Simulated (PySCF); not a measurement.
## Radial density of Xe (xenon, neutral)

UHF, [Xe], closed-shell 1S. All numbers are calculated (PySCF 2.14, the non-relativistic Hamiltonian (point nucleus), in dyall-av2z (22s16p12d, 130 functions)).

| r (bohr) | 4πr²ρ (e/bohr) |
| --- | --- |
| 0.000524 | 0.3620 |
| 0.000881 | 0.9854 |
| 0.00148 | 2.613 |
| 0.00249 | 6.629 |
| 0.00419 | 15.62 |
| 0.00705 | 32.50 |
| 0.0119 | 55.11 |
| 0.0199 | 68.10 |
| 0.0335 | 61.10 |
| 0.0564 | 71.54 |
| 0.0949 | 88.51 |
| 0.160 | 65.62 |
| 0.268 | 73.53 |
| 0.452 | 26.69 |
| 0.760 | 28.80 |
| 1.28 | 8.165 |
| 2.15 | 4.380 |
| 3.61 | 0.8450 |
| 6.08 | 0.01469 |
| 10.2 | 2.496e-05 |

A non-relativistic calculation at this Z misses sizeable relativistic shifts.
